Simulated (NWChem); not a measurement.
System: CH4BrGa; SMILES [Br][GaH][CH3]

Results from NWChem. Structure relaxed at the PBE0/def2-SVP level. Field at 589 nm.

### Question
What does the run give for B3LYP/def2-SVPD? Quantities: isotropic polarisability (bohr³); anisotropy (bohr³).

### Answer
- isotropic polarisability (bohr³): 68.4
- anisotropy (bohr³): 28.4
